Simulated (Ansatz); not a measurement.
The lowest singlet and triplet of C3H2 (SMILES [C]=C=C); geometries from B3LYP-D3(BJ)/def2-TZVP, each state relaxed from the structure named, with no frequency check.
Singlet (charge 0, multiplicity 1):
| atom | x (Å) | y (Å) | z (Å) |
|---|---|---|---|
| C | 1.4744 | -0.0210 | -0.1412 |
| C | 0.2002 | -0.0029 | -0.0192 |
| C | -1.1140 | 0.0159 | 0.1067 |
| H | -1.6882 | 0.9270 | -0.0405 |
| H | -1.6753 | -0.8791 | 0.3625 |
Triplet (charge 0, multiplicity 3):
```xyz
5

C      1.46668    -0.14685    -0.12837
C      0.21051     0.11110    -0.05167
C     -1.12041     0.03290     0.11801
H     -1.73823     0.91022    -0.03304
H     -1.60245    -0.89312     0.40527
```

A positive gap puts the triplet lower; no zero-point energy. R- takes a restricted singlet. U- takes an unrestricted singlet (broken symmetry where lower, unprojected). The triplet is unrestricted in single-reference levels. Active spaces average the two states.

Frozen-core correlation.

The values were computed with Ansatz (a program for electronic structure) with Gaussian orbitals. Each number belongs to the level named beside it.

| level | gap E(singlet) − E(triplet), adiabatic (kcal/mol) |
|---|---|
| R-SVWN5/def2-TZVPP | -28.34 |
| R-PBE/def2-TZVPP | -25.97 |
| U-r2SCAN/def2-TZVPP | -20.39 |
| R-PBE0/def2-TZVPP | -25.05 |
| U-PBE0/def2-TZVPP | -25.05 |
| R-BHLYP/def2-TZVPP | -26.52 |
| R-wB97X-V/def2-TZVPP | -30.50 |
| SA-CASSCF(6,6)/cc-pVTZ | -24.83 |
| FIC-MRCISD+Q on SA-CASSCF(6,6)/cc-pVTZ | [?] |

Task: Complete the blanks.

Result: 
- FIC-MRCISD+Q on SA-CASSCF(6,6)/cc-pVTZ, gap E(singlet) − E(triplet), adiabatic (kcal/mol): -31.40
